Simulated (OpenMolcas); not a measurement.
# N, P, As, Sb, Bi: ns2 np3 down the group

| Quantity | Value |
| --- | --- |
| Program | OpenMolcas 26.06 |
| Method | CASSCF |
| Basis | ANO-RCC-VTZP |
| Scalar Hamiltonian | DKH2, point nucleus |
| Spin-orbit coupling | state interaction with AMFI integrals over the reference wave functions, term energies averaged over their components |

Active space for each ion: 3 electrons in 3 orbitals (p).

Computed levels in cm-1 above 4S* 3/2:

| Level | N | P | As | Sb | Bi |
| --- | --- | --- | --- | --- | --- |
| 2D* 3/2 | 23021 | 15378 | 14532 | 12475 | 12161 |
| 2D* 5/2 | 23021 | 15384 | 14712 | 13406 | 16434 |
| 2P* 1/2 | 38021 | 25426 | 24284 | 21932 | 24634 |
| 2P* 3/2 | 38021 | 25435 | 24525 | 23220 | 32792 |
| weight of 4S* in the lowest level (%) | 100 | 100 | 100 | 98 | 79 |

Mixed levels, with the weight of the term that names them: Bi 2D* 3/2 (71 %), Bi 2P* 3/2 (70 %).

Measured, with the error of the calculation in %. Measured levels: N, P, As, Sb, Bi from NIST Handbook of Basic Atomic Spectroscopic Data.

| Level | N | P | As | Sb | Bi |
| --- | --- | --- | --- | --- | --- |
| 2D* 3/2 | 19233 (+19.7) | 11361 (+35.4) | 10593 (+37.2) | 8512 (+46.6) | 11419 (+6.5) |
| 2D* 5/2 | 19224 (+19.7) | 11377 (+35.2) | 10915 (+34.8) | 9854 (+36.0) | 15438 (+6.5) |
| 2P* 1/2 | 28839 (+31.8) | 18723 (+35.8) | 18186 (+33.5) | 16395 (+33.8) | 21661 (+13.7) |
| 2P* 3/2 | 28839 (+31.8) | 18748 (+35.7) | 18648 (+31.5) | 18464 (+25.8) | 33165 (-1.1) |

Without spin-orbit coupling 2D* lies 23021, 15382, 14651, 13049, 12548 cm-1 above 4S* in that order; the difference to the level 2D* 3/2, of either sign, comes from spin-orbit coupling, which also lowers the zero.

With the s shell closed, the reference lacks s² → p² mixing. Without dynamic correlation excited terms often stand tens of per cent too high (terms of higher spin than the ground term too low), and those without a measured partner can miss by more than the paired ones (holds for N; P; As). Measured partners are found by configuration, term and J. A level has none where our copy of the source lacks it or the pairing is in doubt (some pairs that miss far off the trend of their configuration count as doubtful), and it then counts in no deviation. Levels of configurations outside the active space are missing.

* marks odd parity.
